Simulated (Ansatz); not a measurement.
`ClC1=CCSB1`, charge 0, multiplicity 1.

(1) Give a relaxed structure at PBE0-D4/def2-TZVP (the Gaussian-basis code of Ansatz). (Estimate.)

## Answers

(1) Computed: 
Cartesian coordinates in Å:
```
Cl 2.739 -0.592 -0.101
C 1.085 -0.104 -0.134
C 0.131 -0.769 0.532
C -1.240 -0.226 0.404
S -1.185 1.237 -0.667
B 0.565 1.117 -0.919
H 0.312 -1.652 1.137
H -1.928 -0.957 -0.034
H -1.655 0.064 1.375
H 1.176 1.882 -1.592
```
Point group Cs.
This is one stationary point; other conformers may exist.
